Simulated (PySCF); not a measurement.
Species: CH4AlBr.
Bonds: C1–Al2, Al2–Br3. Hydrogens: H4, H5, H6 on C1; H7 on Al2.

The calculation used PySCF 2.14.0, PBE0-D3(BJ)/def2-SVP geometry optimisation, gas phase.

How far are the bound atoms from Al2?

3 atoms: H7 1.582 Å, C1 1.943 Å, Br3 2.263 Å. The nearest atom not counted as bound is H6, at 2.54 Å (others tie with it).

List the angles at Al2.

```json
{"angle": "C1–Al2–H7", "degrees": "127.0", "distance of the outer atoms (Å)": "3.16"}
{"angle": "C1–Al2–Br3", "degrees": "117.1", "distance of the outer atoms (Å)": "3.59"}
{"angle": "Br3–Al2–H7", "degrees": "115.9", "distance of the outer atoms (Å)": "3.28"}
```

What is the shape at Al2?

Planar: angles 127.0°, 117.1° and 115.9°, sum 360.0°, 0.01 Å off the plane of its three neighbours.

What are the other bond lengths?

C1–H4, C1–H5, C1–H6 1.102 Å.

What are the rotational constants (commonest isotopes, rigid rotor)?

A = 17982, B = 2308, C = 2072 MHz: a near-prolate asymmetric top.

Point group: near Cs, missed by 0.13 Å at most; the miss may be what the optimiser left on a soft mode. Charge 0, singlet. Whether it is a minimum is left open (no frequencies).

On one thread, Arm Neoverse V1 (shared host), this took 16 s wall. That covers the optimisation of the geometry.
